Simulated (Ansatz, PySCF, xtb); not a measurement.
Pair of molecules: HF (SMILES F) (first 2 atoms) with CH2O2 (SMILES O=CO); geometry from B3LYP-D3(BJ)/def2-TZVP.
(charge 0, multiplicity 1):
```xyz
7

F      0.39017     0.00140     0.46205
H     -0.15532    -0.47250     1.09499
O     -0.68993    -0.78367     2.61713
C     -0.10858    -0.03410     3.37465
O      0.79193     0.86715     3.02655
H     -0.27937    -0.03180     4.45536
H      0.91964     0.83744     2.05181
```

Monomers are frozen at their geometry in the pair; levels with a basis set take the counterpoise correction. Rows marked so take none.

Rows in 3-21G carry no dispersion term and start afresh at each structure.

Run with Ansatz (Gaussian basis) for Hartree–Fock, density functionals and correlated methods; PySCF for 3-21G rows, the dispersion terms; xtb for the GFN methods. Values without a source in brackets are computed.

One of these levels gives -21.39 kcal/mol for the interaction energy. Which?
(A) revPBE-D4/def2-TZVPPD
(B) GFN-FF
(C) HF/3-21G (no counterpoise)
(D) GFN1-xTB

C, HF/3-21G (no counterpoise). The others give -6.12 (GFN-FF), -13.41 (GFN1-xTB), -11.61 (revPBE-D4/def2-TZVPPD)

Ansatz is an electronic-structure program.
